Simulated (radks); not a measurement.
Results of a calculation; reference values are marked as such.
Polarisability of the sulfur ion S2+, [Ne] 3s2 3p2, at imaginary frequency. Level of theory: scalar-relativistic Kohn-Sham, LB94 model potential, spin-unpolarised, spherical densities, finite nucleus; Fermi nuclear charge, rms radius 3.2611 fm (a radial shooting solver on a logarithmic mesh with Libxc functionals). Response by self-consistent Sternheimer equations with the Hartree and adiabatic LDA kernel, the relativistic mass of each level held fixed and spin-orbit coupling left out.

w (hartree)  alpha1(iw) (bohr^3)
0.00266                    7.239
0.0143                     7.235
0.0360                     7.216
0.0697                     7.154
0.118                      7.000
0.186                      6.676
0.280                      6.082
0.413                      5.138
0.605                      3.891
0.892                      2.571
1.35                       1.469
2.12                      0.7326
3.59                      0.3220
6.94                      0.1213
17.5                     0.02952

Static values: alpha1 = 7.239 bohr^3 (1.073 angstrom^3; uncoupled 12.06). C6 = 26.06, triple-dipole C9 = 139.0 atomic units. One-pole (London) frequency 4 C6 / (3 alpha1^2) = 0.663 hartree, against 1.238 for minus the highest occupied eigenvalue.
